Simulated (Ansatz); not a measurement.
Frontier orbitals of CAlF$_{2}$N, SMILES `N#[C][Al]([F])[F]`.

```
atom   x (Å)   y (Å)   z (Å)
  N1   1.680   0.622   1.572
  C2   0.867   0.321   0.812
 Al3  -0.475  -0.176  -0.445
  F4  -0.067  -0.381  -2.006
  F5  -2.005  -0.386   0.067
```

Charge 0, multiplicity 1. The geometry is a stationary point of PBE0-D4/def2-TZVP. Basis def2-TZVPP, Ansatz 0.2.0.

Orbital energies of one run (eV). Highest occupied ones, from the top: -10.73, -10.81, -11.14, -12.75, -12.93, -13.10, -13.28, -13.95, -14.31, -15.78, -26.78, -34.20, -34.41, -77.27. Empty: -1.88, -0.99, -0.70, 1.64, 2.24, 3.22.

Problem. Which functional gave them?
A. r2SCAN0
B. LC-ωPBE
C. LDA (SPW92)
D. PBE

Solution. A. HOMO energies: r2SCAN0 -10.73, PBE -8.98, LC-ωPBE -13.48, LDA (SPW92) -9.13 eV.

LC-ωPBE has ω = 0.4 bohr⁻¹.
